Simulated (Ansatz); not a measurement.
Relaxation of CH6OZn (9 atoms, charge 0, multiplicity 1), to a largest force component of 0.03 eV/Å in at most 50 steps.

Level of theory: RHF/def2-SVP in Ansatz.

```xyz
9
Properties=species:S:1:pos:R:3
Zn -0.238 -0.049 0.044
O -0.300 -0.082 1.835
H -1.081 -0.215 2.346
C -0.120 -0.009 -1.934
H 0.220 -0.972 -2.323
H -1.084 0.215 -2.396
H 0.591 0.753 -2.261
H 2.370 0.209 0.949
H 1.870 0.146 1.454
```

Problem. Where does it end, and by what steps?

Solution. It converged. The force dipped under the threshold on the way, but the program's further checks kept it going. After 24 steps the energy has fallen by 0.104 eV; H8 moved furthest, 1.42 Å.

```json
{"step": "0", "energy less start (eV)": "0.0000", "largest force component (eV/Å)": "1.186", "accepted": "yes"}
{"step": "1", "energy less start (eV)": "-0.0606", "largest force component (eV/Å)": "0.079", "accepted": "yes"}
{"step": "2", "energy less start (eV)": "-0.0700", "largest force component (eV/Å)": "0.082", "accepted": "yes"}
{"step": "3", "energy less start (eV)": "-0.0725", "largest force component (eV/Å)": "0.064", "accepted": "yes"}
{"step": "4", "energy less start (eV)": "-0.0745", "largest force component (eV/Å)": "0.423", "accepted": "yes"}
{"step": "5", "energy less start (eV)": "-0.0796", "largest force component (eV/Å)": "0.197", "accepted": "yes"}
{"step": "6", "energy less start (eV)": "-0.0839", "largest force component (eV/Å)": "0.342", "accepted": "yes"}
{"step": "7", "energy less start (eV)": "-0.0839", "largest force component (eV/Å)": "0.579", "accepted": "no"}
{"step": "8", "energy less start (eV)": "-0.0881", "largest force component (eV/Å)": "0.073", "accepted": "yes"}
{"step": "9", "energy less start (eV)": "-0.0923", "largest force component (eV/Å)": "0.050", "accepted": "yes"}
{"step": "10", "energy less start (eV)": "-0.0490", "largest force component (eV/Å)": "1.404", "accepted": "no"}
{"step": "11", "energy less start (eV)": "-0.0951", "largest force component (eV/Å)": "0.051", "accepted": "yes"}
{"step": "12", "energy less start (eV)": "-0.0950", "largest force component (eV/Å)": "0.350", "accepted": "no"}
{"step": "13", "energy less start (eV)": "-0.0965", "largest force component (eV/Å)": "0.041", "accepted": "yes"}
{"step": "14", "energy less start (eV)": "-0.0977", "largest force component (eV/Å)": "0.067", "accepted": "yes"}
{"step": "15", "energy less start (eV)": "-0.0992", "largest force component (eV/Å)": "0.091", "accepted": "yes"}
{"step": "16", "energy less start (eV)": "-0.1004", "largest force component (eV/Å)": "0.210", "accepted": "yes"}
{"step": "17", "energy less start (eV)": "-0.1024", "largest force component (eV/Å)": "0.041", "accepted": "yes"}
{"step": "18", "energy less start (eV)": "-0.1032", "largest force component (eV/Å)": "0.087", "accepted": "yes"}
{"step": "19", "energy less start (eV)": "-0.1020", "largest force component (eV/Å)": "0.317", "accepted": "no"}
{"step": "20", "energy less start (eV)": "-0.1038", "largest force component (eV/Å)": "0.030", "accepted": "yes"}
{"step": "21", "energy less start (eV)": "-0.1040", "largest force component (eV/Å)": "0.038", "accepted": "yes"}
{"step": "22", "energy less start (eV)": "-0.1040", "largest force component (eV/Å)": "0.046", "accepted": "yes"}
{"step": "23", "energy less start (eV)": "-0.1041", "largest force component (eV/Å)": "0.031", "accepted": "yes"}
{"step": "24", "energy less start (eV)": "-0.1041", "largest force component (eV/Å)": "0.006", "accepted": "yes"}
```

```xyz
9
Properties=species:S:1:pos:R:3
Zn -0.360 0.070 -0.251
O -0.277 0.245 1.530
H -0.478 -0.440 2.147
C -0.432 -0.035 -2.228
H -0.112 -1.017 -2.584
H -1.447 0.140 -2.595
H 0.221 0.714 -2.683
H 2.923 0.116 2.250
H 2.189 0.203 2.128
```

Time of the run: 49 s on 1 thread of Arm Neoverse V1 (shared host), peak memory 0.16 GiB.
